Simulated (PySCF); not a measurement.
PySCF input for B(AsH2)2(F) (As2BFH4), SMILES FB([AsH2])[AsH2], C-PCM-M06-2X/def2-SVP. The structure is a stationary point at B3LYP-D3(BJ)/def2-SVP. The structure was generated by enumeration, and PubChem lists no compound with its InChIKey, so it may never have been made.

```python
import numpy as np
from pyscf import gto, scf, dft
from pyscf.solvent import pcm

mol = gto.M(
    atom='''
    B     0.00000000   -0.00000000    0.68086728
    As    1.80305956    0.06274522   -0.29716823
    H     2.43153066   -1.07139383    0.50939271
    H     1.34483691   -0.83896741   -1.43902818
    As   -1.80305956   -0.06274522   -0.29716823
    H    -2.43153065    1.07139384    0.50939273
    H    -1.34483692    0.83896741   -1.43902817
    F     0.00000001   -0.00000000    2.00755976
    ''',
    basis='def2-SVP',
    charge=0,
    spin=0,
    max_memory=1600,
    verbose=3,
)
mf = dft.RKS(mol, xc='m06-2x').density_fit(auxbasis='def2-universal-jkfit')
mf.grids.level = 4
mf.conv_tol = 1e-9
mf.max_cycle = 100
mf.kernel()
res = {}
for name, eps in {'water': 78.355, 'ethylethanoate': 5.9867, 'acetonitrile': 35.688}.items():
    s = mf.PCM()
    s.with_solvent.method, s.with_solvent.eps, s.with_solvent.lebedev_order = 'C-PCM', eps, 29
    s.kernel(mf.make_rdm1())
    res[name] = (s.e_tot, eps, s.dip_moment(), s.mo_energy, s.converged)
    print(f'{name}: electrostatic solvation free energy {(s.e_tot - mf.e_tot) * 627.509474:.3f} kcal/mol')
```

Output:

```
converged SCF energy = -4598.21475525905

WARN: PCM is an experimental feature. It is still in testing.
Features and APIs may be changed in the future.

converged SCF energy = -4598.21805945348
Dipole moment(X, Y, Z, Debye): -0.00000, -0.00000, -0.45009
water: electrostatic solvation free energy -2.073 kcal/mol

WARN: PCM is an experimental feature. It is still in testing.
Features and APIs may be changed in the future.

converged SCF energy = -4598.21747877471
Dipole moment(X, Y, Z, Debye): -0.00000, -0.00000, -0.42023
ethylethanoate: electrostatic solvation free energy -1.709 kcal/mol

WARN: PCM is an experimental feature. It is still in testing.
Features and APIs may be changed in the future.

converged SCF energy = -4598.21800068463
Dipole moment(X, Y, Z, Debye): -0.00000, -0.00000, -0.44691
acetonitrile: electrostatic solvation free energy -2.037 kcal/mol
```

Self-consistency was reached.

Cost: around 2.2 core-minutes (rough).
